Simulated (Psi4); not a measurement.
C3H10Si (SMILES C[SiH](C)C), singlet, geometry from GFN2-xTB. Base run: M06-2X/3-21G in Psi4 1.11.

Psi4 was given this input:
```
memory 2 GB

molecule {
0 1
  Si    0.04227581    0.17410565    0.35767998
  C    -0.94677323    1.32330318   -0.79306653
  C     1.75998590   -0.15337865   -0.39419538
  C    -0.88714883   -1.47441790    0.56171541
  H     0.19817869    0.81616493    1.67671672
  H    -1.08207267    0.88244973   -1.77698739
  H    -1.93349276    1.53106784   -0.39013129
  H    -0.44225768    2.27526120   -0.92863343
  H     2.35085242   -0.80627152    0.24121477
  H     1.68499224   -0.62713212   -1.36922950
  H     2.31726365    0.76979478   -0.52198718
  H    -1.02111986   -1.97760373   -0.39202130
  H    -1.87270611   -1.32118853    0.99105908
  H    -0.34788226   -2.15306147    1.21575889
}

set basis 3-21g

energy('m06-2x')
print_variables()
```

The base run was repeated with changes; each row names its change, and settings that it needs were set with it.

```tsv
change	E (Eh)	SCF-reference dipole (D)	core-seconds (rough)
base	-407.56966	0.40	9
functional = b97m-v	-407.60222	0.54	200
functional = m11	-407.36892	0.60	10
functional = dsd-pbep86	-406.98903	-	6
functional = r2scan	(withheld)	(withheld)	10
functional = b3lyp	-407.70010	0.46	6
functional = wb97x-v	(withheld)	0.44	200
functional = bhhlyp	-407.59236	0.43	5
functional = hse06	-407.42617	0.49	20
functional = cam-b3lyp	-407.59288	0.44	6
functional = wb97m-v	-407.57265	0.45	200
functional = mn15	(withheld)	0.49	10
functional = pbe0	(withheld)	(withheld)	6
```

### Question
Fill in the missing entries.

### Answer

- functional = r2scan, E (Eh): -407.55155
- functional = r2scan, SCF-reference dipole (D): 0.50
- functional = wb97x-v, E (Eh): -407.58955
- functional = mn15, E (Eh): -407.02987
- functional = pbe0, E (Eh): -407.40213
- functional = pbe0, SCF-reference dipole (D): 0.48

Absolute energies of different levels of theory aren't comparable as measures of quality.
